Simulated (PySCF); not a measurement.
**Cu: ionisation energy**

Cu [Ar] 3d10 4s1 (2S) → Cu⁺ [Ar] 3d10 (1S), as a difference of total energies. Calculation: PySCF 2.14, in ANO-RCC-VTZP (6s5p3d2f1g, 59 functions); the spin-free X2C one-electron Hamiltonian (Gaussian nucleus). Correlated levels: valence: [Ar] frozen; valence and next inner shell: [Ne] frozen. The calculations carry no spin-orbit coupling.

```csv
method,ionisation energy (eV),error (eV)
UHF,6.605,-1.121
LDA,8.650,+0.924
PBE,8.344,+0.618
PBE0,7.973,+0.247
r2SCAN,8.199,+0.473
M06-2X,7.801,+0.075
B2PLYP,7.924,+0.198
CAM-B3LYP,8.140,+0.414
MP2 (valence),7.568,-0.158
SCS-MP2 (valence),7.424,-0.302
MP2 (valence and next inner shell),7.665,-0.061
SCS-MP2 (valence and next inner shell),7.491,-0.235
```

Reference: 7.726 eV (measured; NIST Atomic Spectra Database, ionization energies).

Errors of the correlated levels include the incompleteness of this basis and the frozen core.
